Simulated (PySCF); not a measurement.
## Telling isomers of C₈H₁₀O apart by NMR

- GIAO PBE0/pcSseg-1 shieldings
- GFN2-xTB geometry
- program: PySCF 2.14.0 with density-fitted response routines
- one averaged value for each set of equivalent atoms, no solvent model, no relativistic terms, one conformer

Shifts are taken against calculated references (same method and geometry level): $^{1}$H (σref 31.72) and $^{13}$C (σref 186.93) vs TMS. Where no couplings were computed, multiplicities follow the n + 1 count of equivalent neighbours, and m marks all less simple cases (inequivalent or close neighbours, rings, F or P nearby). Shifts are as computed. Against solution values, carbons near 30 ppm lie about +3 ppm off and those near 130 ppm about +5 ppm. Of 1211 compounds with measured shifts, 218 miss one by over three times the rms of a fit or turn the order of signals round; such compounds aren't used in these exercises. OH and NH positions are gas-phase values without hydrogen bonding to other molecules.

(1) Tabulate the signals of `C=CC(=C)C(=C)C(C)=O`, `C#C[C@@H]1[C@@H](C)[C@H]1[C@H]1CO1`, `CCc1cccc(O)c1` and their relative energies.

(2) What is the quickest way to tell C#C[C@@H]1[C@@H](C)[C@H]1[C@H]1CO1 from CCc1cccc(O)c1?

(3) What is the quickest way to tell C=CC(=C)C(=C)C(C)=O from CCc1cccc(O)c1?

(4) What is the quickest way to tell C=CC(=C)C(=C)C(C)=O from C#C[C@@H]1[C@@H](C)[C@H]1[C@H]1CO1?

Answers

(1) 
```json
{"SMILES": "C=CC(=C)C(=C)C(C)=O", "carbon types": "3×C 1×CH 3×CH2 1×CH3", "δC": "202.3, 159.2, 155.0, 144.6, 132.8, 122.7, 120.4, 32.9", "δH": "6.36 (br s, 1H), 6.32 (m, 1H), 6.18 (m, 1H), 5.93 (br s, 1H), 5.71 (br s, 1H), 5.58 (m, 1H), 5.56 (br s, 1H), 2.31 (s, 3H)", "E rel. (kcal/mol)": "51.3"}
{"SMILES": "C#C[C@@H]1[C@@H](C)[C@H]1[C@H]1CO1", "carbon types": "1×C 5×CH 1×CH2 1×CH3", "δC": "91.0, 70.6, 48.0, 43.8, 33.1, 25.3, 15.3, 13.4", "δH": "2.61 (m, 1H), 2.43 (m, 1H), 2.14 (m, 1H), 1.32 (m, 1H), 1.32 (m, 3H), 1.17 (d, 1H), 0.78 (m, 1H), 0.63 (m, 1H)", "E rel. (kcal/mol)": "93.3"}
{"SMILES": "CCc1cccc(O)c1", "carbon types": "2×C 4×CH 1×CH2 1×CH3", "δC": "164.0, 153.8, 135.0, 124.4, 118.9, 114.8, 35.1, 22.2", "δH": "7.41 (m, 1H), 7.00 (s, 1H), 6.95 (d, 1H), 6.54 (d, 1H), 4.20 (br s, 1H), 2.60 (q, 2H), 1.21 (t, 3H)", "E rel. (kcal/mol)": "0.0"}
```

Energies are electronic energies at PBE0/pcSseg-1 on these geometries, without zero-point or thermal terms, each for the one conformer computed, which needn't be the lowest.

(2) Both give the same number of carbon signals, but DEPT or the intensities differ. The first has an alkyne carbon (C) at 91.0 ppm, the second an aromatic carbon bearing oxygen (C) at 164.0 ppm. In the proton spectra the most deshielded non-exchanging signals are 2.61 (m, 1H) and 7.41 (m, 1H).

(3) Both give the same number of carbon signals, but DEPT or the intensities differ. The first has a β carbon of a C=C–C=O unit (CH2) at 132.8 ppm, the second an sp3 CH2 on an aromatic ring at 35.1 ppm. Their most deshielded carbons lie at 202.3 and 164.0 ppm. In the proton spectra the most deshielded non-exchanging signals are 6.36 (br s, 1H) and 7.41 (m, 1H).

(4) Both give the same number of carbon signals, but DEPT or the intensities differ. The first has a ketone carbonyl carbon (C) at 202.3 ppm, the second an alkyne carbon (C) at 91.0 ppm. In the proton spectra the most deshielded non-exchanging signals are 6.36 (br s, 1H) and 2.61 (m, 1H).
